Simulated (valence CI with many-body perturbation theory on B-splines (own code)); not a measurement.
**Level structure of Ce IX**

Level of theory: valence CI with perturbative core correlation (CI+MBPT): four valence electrons over a frozen Dirac-Fock core [Kr] 4d10, a basis of 7 s, 7 p, 7 d, 7 f, 4 g, 2 h functions for each j, with the one-electron correlation potential Σ1 (screened to all orders), the two-electron term Σ2, the three-electron term Σ3, Breit, model QED; selected single and double excitations, second order for the rest, scaled by the run's own slope (own B-spline code, finite nucleus).

No measured levels were compared; by estimate levels hold to about 250 cm⁻¹ or 0.2 % of their energy and the worst to 1 %, as in measured heavy ions of charge 2 to 7; those with d or f electrons hold less well. Among the levels kept, up to 470 cm⁻¹ of a level comes from second order outside the variational space, and about a tenth of that is noise between levels of different J, which matters for small intervals.

Levels 181 to 217 of 217, with energies above the lowest level, 5s2 5p2 3P_0. "Leading %" is the weight of the configuration and term that name the level; weights of strongly mixed levels are sums over their largest components and can fall short. Lifetimes count E1, E2, E3, M1 and M2 decay at the calculated energies, and are blank where another channel may lead or the interval is too uncertain; long ones can be off by a factor of two.

| No. | Configuration | Term | J | E (cm⁻¹) | Leading % | g | Lifetime |
| --- | --- | --- | --- | --- | --- | --- | --- |
| 181 | 4f2 5s 5p | 3H° | 6 | 335160 | 63 | 1.101 | 7.98 ns |
| 182 | 4f2 5s 5p | 3F° | 4 | 335310 | 37 | 1.224 | 138 ps |
| 183 | 4f2 5s 5p | 5P° | 1 | 335750 | 46 | 2.071 | 753 ps |
| 184 | 4f2 5s 5p | 3F° | 3 | 335810 | 17 | 1.115 | 62.3 ps |
| 185 | 4f2 5s 5p | 3P° | 0 | 336510 | 87 |  | 278 ps |
| 186 | 4f2 5s 5p | 3I° | 7 | 337150 | 89 | 1.144 | 50.3 ns |
| 187 | 4f2 5s 5p | 3F° | 3 | 337560 | 34 | 1.184 | 155 ps |
| 188 | 4f2 5s 5p | 3F° | 2 | 338070 | 39 | 0.891 | 200 ps |
| 189 | 4f2 5s 5p | 3G° | 4 | 340060 | 29 | 1.020 | 101 ps |
| 190 | 4f2 5s 5p | 3D° | 1 | 340460 | 28 | 0.740 | 81.6 ps |
| 191 | 4f2 5s 5p | 3G° | 5 | 341260 | 51 | 1.191 | 118 ps |
| 192 | 4f 5s2 5d | 3H° | 4 | 342420 | 56 | 0.839 | 42.7 ps |
| 193 | 4f2 5s 5p | 1I° | 6 | 343370 | 61 | 1.029 | 9.13 ns |
| 194 | 4f 5s2 5d | 1D° | 2 | 343660 | 39 | 0.947 | 74.3 ps |
| 195 | 4f 5s2 5d | 3H° | 5 | 344270 | 54 | 1.035 | 50.1 ps |
| 196 | 4f2 5s 5p | 1F° | 3 | 344270 | 31 | 1.003 | 71.0 ps |
| 197 | 4f2 5s 5p | 3D° | 1 | 344750 | 62 | 0.776 | 299 ps |
| 198 | 4f2 5s 5p | 5P° | 2 | 345130 | 20 | 1.336 | 99.7 ps |
| 199 | 4f2 5s 5p | 5P° | 2 | 345570 | 44 | 1.593 | 133 ps |
| 200 | 4f 5s2 5d | 3F° | 3 | 346050 | 27 | 1.165 | 73.5 ps |
| 201 | 4f 5s2 5d | 3H° | 6 | 346170 | 36 | 1.102 | 97.1 ps |
| 202 | 4f2 5s 5p | 5D° | 4 | 346360 | 91 | 1.476 | 1.98 ns |
| 203 | 4f2 5s 5p | 3F° | 4 | 347660 | 52 | 1.199 | 129 ps |
| 204 | 4f2 5s 5p | 3K° | 7 | 347870 | 70 | 1.052 | 11.0 ns |
| 205 | 4f2 5s 5p | 3G° | 5 | 347920 | 40 | 1.150 | 95.0 ps |
| 206 | 4f 5s2 5d | 3F° | 2 | 348590 | 22 | 0.886 | 56.3 ps |
| 207 | 4f 5s2 5d | 3D° | 3 | 348840 | 21 | 1.235 | 59.0 ps |
| 208 | 4f2 5s 5p | 3G° | 4 | 349210 | 32 | 1.028 | 86.9 ps |
| 209 | 4f2 5s 5p | 5P° | 3 | 350970 | 58 | 1.450 | 179 ps |
| 210 | 4f 5s2 5d | 3P° | 1 | 351120 | 30 | 1.335 | 52.7 ps |
| 211 | 4f 5s2 5d | 3P° | 0 | 351420 | 44 |  | 60.6 ps |
| 212 | 4f2 5s 5p | 3D° | 2 | 351940 | 31 | 1.124 | 87.6 ps |
| 213 | 4f2 5s 5p | 3G° | 3 | 352120 | 32 | 0.956 | 93.1 ps |
| 214 | 4f2 5s 5p | 3F° | 4 | 352860 | 49 | 1.202 | 82.0 ps |
| 215 | 4f 5s2 5d | 3P° | 2 | 353720 | 26 | 1.356 | 62.1 ps |
| 216 | 4f2 5s 5p | 3K° | 8 | 354580 | 99 | 1.125 | 2.57 ms |
| 217 | 4f2 5s 5p | 3D° | 3 | 354770 | 20 | 1.145 | 51.9 ps |

Names give the largest LS component (configuration and term), which can be under half, so a name can repeat, a term be missing and a line seem to break the LS rules; names also repeat where a configuration has a term twice.

Where two levels of one J and parity lie close, their mixing, g and order are uncertain.
